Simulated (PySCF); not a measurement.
aniline (C$_{6}$H$_{7}$N), singlet, geometry from GFN2-xTB; PBE0/3-21G (PySCF).

PySCF was given this input:
```python
from pyscf import gto, scf, dft

mol = gto.Mole()
mol.atom = '''
    N     2.26898850   -0.34589154    0.26581677
    C     0.91756321   -0.12718200    0.07978234
    C     0.32384857    1.05784892    0.51488921
    C    -1.03918263    1.24264988    0.39414758
    C    -1.83576132    0.25579586   -0.16255361
    C    -1.25309513   -0.92291663   -0.59783701
    C     0.10910245   -1.11615687   -0.48096117
    H     2.68780582   -1.05943881   -0.30846466
    H     2.83930297    0.47425910    0.39407885
    H     0.94292242    1.83040004    0.94949780
    H    -1.48309267    2.16698132    0.73495964
    H    -2.90066566    0.40457570   -0.25771264
    H    -1.86492136   -1.69850304   -1.03570909
    H     0.56087799   -2.03726852   -0.82217146
'''
mol.basis = '3-21g'
mol.verbose = 4
mol.build()

mf = dft.RKS(mol)
mf.xc = 'pbe0'
mf.kernel()
mf.analyze()
```

The log (banner, timings and long lists left out):

```
PySCF version 2.14.0

[INPUT] verbose = 4
[INPUT] num. atoms = 14
[INPUT] num. electrons = 50
[INPUT] charge = 0
[INPUT] spin (= nelec alpha-beta = 2S) = 0
[INPUT] symmetry False subgroup None
[INPUT] Mole.unit = angstrom
[INPUT] Symbol           X                Y                Z      unit          X                Y                Z       unit  Magmom
[...]
nuclear repulsion = 273.219542115169
number of shells = 49
number of NR pGTOs = 126
number of NR cGTOs = 77
basis = 3-21g
ecp = {}

******** <class 'pyscf.dft.rks.RKS'> ********
method = RKS
initial guess = minao
damping factor = 0
level_shift factor = 0
DIIS = <class 'pyscf.scf.diis.CDIIS'>
diis_start_cycle = 1
diis_space = 8
diis_damp = 0
SCF conv_tol = 1e-09
SCF conv_tol_grad = None
SCF max_cycles = 50
direct_scf = True
direct_scf_tol = 1e-13
XC library pyscf.dft.libxc version 7.1.2
    S. Lehtola, C. Steigemann, M. J. T. Oliveira, and M. A. L. Marques,  SoftwareX 7, 1–5 (2018)
XC functionals = pbe0
    C. Adamo and V. Barone,  J. Chem. Phys. 110, 6158 (1999)
    M. Ernzerhof and G. E. Scuseria,  J. Chem. Phys. 110, 5029 (1999)
radial grids:
    Treutler-Ahlrichs [JCP 102, 346 (1995); DOI:10.1063/1.469408] (M4) radial grids

becke partition: Becke, JCP 88, 2547 (1988); DOI:10.1063/1.454033
pruning grids: <function nwchem_prune>
grids dens level: 3
symmetrized grids: False
atomic radii adjust function: <function treutler_atomic_radii_adjust>
small_rho_cutoff = 0
Set gradient conv threshold to 3.16228e-05
Initial guess from minao.
tot grids = 167272
init E= -286.817335333032
[...]
cycle= 1 E= -285.648554925679  delta_E= 1.17  |g|= 0.341  |ddm|= 4.22
[...]
cycle= 2 E= -285.654493644958  delta_E= -0.00594  |g|= 0.317  |ddm|= 0.838
[...]
cycle= 3 E= -285.679162709182  delta_E= -0.0247  |g|= 0.0611  |ddm|= 0.399
[...]
cycle= 4 E= -285.679976052316  delta_E= -0.000813  |g|= 0.0293  |ddm|= 0.109
[...]
cycle= 5 E= -285.680213744137  delta_E= -0.000238  |g|= 0.00567  |ddm|= 0.0416
[...]
cycle= 6 E= -285.680222143918  delta_E= -8.4e-06  |g|= 0.000835  |ddm|= 0.00724
[...]
cycle= 7 E= -285.680222309606  delta_E= -1.66e-07  |g|= 0.000148  |ddm|= 0.00111
[...]
cycle= 8 E= -285.680222315  delta_E= -5.39e-09  |g|= 6.96e-05  |ddm|= 0.000248
[...]
cycle= 9 E= -285.680222316185  delta_E= -1.19e-09  |g|= 4.29e-06  |ddm|= 8.8e-05
[...]
cycle= 10 E= -285.68022231619  delta_E= -4.77e-12  |g|= 2.89e-06  |ddm|= 1.11e-05
[...]
Extra cycle  E= -285.68022231619  delta_E= 1.14e-13  |g|= 3.73e-06  |ddm|= 6.9e-06
converged SCF energy = -285.68022231619
**** SCF Summaries ****
Total Energy =                        -285.680222316189997
Nuclear Repulsion Energy =             273.219542115169361
One-electron Energy =                 -925.802595724276784
Two-electron Energy =                  366.902831292917426
Two-electron Coulomb Energy =          408.557582512294971
DFT Exchange-Correlation Energy =      -41.654751219377566
HOMO-LUMO gap [eV] =                     6.060306600840042
**** MO energy ****
[...]
 ** Mulliken pop on meta-lowdin orthogonal AOs  **
 ** Mulliken pop  **
 ** Mulliken atomic charges  **
charge of    0N =     -0.38310
charge of    1C =      0.10885
charge of    2C =     -0.16667
charge of    3C =     -0.10231
charge of    4C =     -0.15020
charge of    5C =     -0.10231
charge of    6C =     -0.16667
charge of    7H =      0.21406
charge of    8H =      0.21406
charge of    9H =      0.10290
charge of   10H =      0.11058
charge of   11H =      0.10734
charge of   12H =      0.11058
charge of   13H =      0.10290
Dipole moment(X, Y, Z, Debye):  1.79967,  0.22185, -0.87237
```
